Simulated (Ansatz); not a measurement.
`O[SiH2]OC[SiH3]` + `C=[C](O)[AlH2]` → `C=C(O)[SiH2]O` + `[AlH2][O]C[SiH3]`  (redistribution)

Isolated molecules relaxed with PBE0-D4/def2-TZVP in Ansatz; ΔE leaves out vibrations. CCSD(T)/CBS adds triple-zeta CCSD(T) − MP2 to the extrapolated MP2 energy (def2 sets, frozen cores). DFT in def2-TZVPP. B3LYP here is the variant with VWN-RPA as its local correlation; programs differ in this. Each species was taken in one conformer, which may not be the lowest.

Is it downhill or uphill in electronic energy at CCSD(T)/CBS, and by how much? (An estimate is asked.)

Ansatz gave: Downhill: ΔE = -0.33 eV.

What do these levels give: r2SCAN-D4, B3LYP-D4, ωB97M-V, PBE0, SCS-MP2/def2-TZVPP, HF/CBS(def2)? (Estimate.)

Ansatz gave: r2SCAN-D4 -0.35, B3LYP-D4 -0.36, ωB97M-V -0.33, PBE0 -0.34, SCS-MP2/def2-TZVPP -0.36, HF/CBS(def2) -0.30 eV.

Largest T1 diagnostic among the species: 0.013.
